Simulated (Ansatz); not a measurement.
CrPb₁₂. The state is a singlet with charge 0. Geometry PBE-D4/def2-SVP.

```tsv
atom	x (Å)	y (Å)	z (Å)
Cr1	1.108	-2.044	-0.183
Pb2	-1.458	-0.670	3.484
Pb3	1.456	-2.102	2.497
Pb4	-2.826	0.670	0.135
Pb5	0.514	0.515	0.558
Pb6	-1.316	-2.496	0.958
Pb7	-1.719	-1.582	-2.010
Pb8	-1.353	2.229	2.610
Pb9	-0.417	3.377	-0.237
Pb10	2.199	2.115	-1.893
Pb11	-0.904	1.520	-2.889
Pb12	3.446	-0.635	-0.310
Pb13	1.270	-0.896	-2.718
```

In the def2 sets Pb takes a core potential; there is no spin–orbit coupling. Single mean-field runs in def2-TZVP are fitted with def2-universal-jkfit. At PBE-D4/def2-SVP the restricted singlet is unstable: a solution with broken spin symmetry lies lower. The restricted singlet is unstable towards broken spin symmetry at other levels; at r2SCAN-D4/def2-TZVP, r2SCANh-D4/def2-TZVP, PBE0-D4/def2-SVP, PBE0-D4/def2-TZVP this wasn't settled. Another isomer (singlet) lies 3.64 eV lower at PBE0-D4/def2-TZVP; other spin states weren't run for this one.

Q: Estimate the orbital energies around the gap (eV) in Ansatz with PBE-D4/def2-SVP, r2SCAN-D4/def2-TZVP, r2SCANh-D4/def2-TZVP, PBE0-D4/def2-SVP, PBE0-D4/def2-TZVP.

A: 
```csv
orbital,PBE-D4/def2-SVP,r2SCAN-D4/def2-TZVP,r2SCANh-D4/def2-TZVP,PBE0-D4/def2-SVP,PBE0-D4/def2-TZVP
HOMO−5,-4.68,-4.82,-5.04,-5.30,-5.27
HOMO−4,-4.54,-4.68,-4.92,-5.21,-5.19
HOMO−3,-4.45,-4.60,-4.84,-5.08,-5.04
HOMO−2,-4.30,-4.44,-4.70,-4.97,-4.94
HOMO−1,-4.25,-4.41,-4.66,-4.90,-4.86
HOMO,-4.04,-4.21,-4.54,-4.85,-4.82
LUMO,-3.82,-3.64,-3.46,-3.17,-3.14
LUMO+1,-3.56,-3.58,-3.11,-2.86,-2.83
LUMO+2,-3.41,-3.29,-3.10,-2.72,-2.71
LUMO+3,-3.23,-3.23,-2.83,-2.26,-2.26
LUMO+4,-2.96,-2.96,-2.70,-2.25,-2.25
LUMO+5,-2.56,-2.51,-2.29,-2.00,-1.99
```
